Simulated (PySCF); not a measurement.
Vertical excitations of a molecule C₂H₉BN₂ from TDA-M06-2X/def2-SVPD (PySCF 2.14.0), as energy in eV (oscillator strength): 5.88 (0.021), 6.72 (0.002), 7.01 (0.003), 7.21 (0.324), 7.58 (0.013), 7.88 (0.002), 7.95 (0.034), 8.28 (0.003), 8.56 (0.005), 8.57 (0.047). Lowest triplet (TDA): 5.84 eV. The structure is a stationary point at r2SCAN-D4/def2-SVP. The values are those of a single conformer.

Which structure fits?
A. CNBNC
B. CN(C)BN
C. CNB(C)N
D. CCB(N)N

B, CN(C)BN
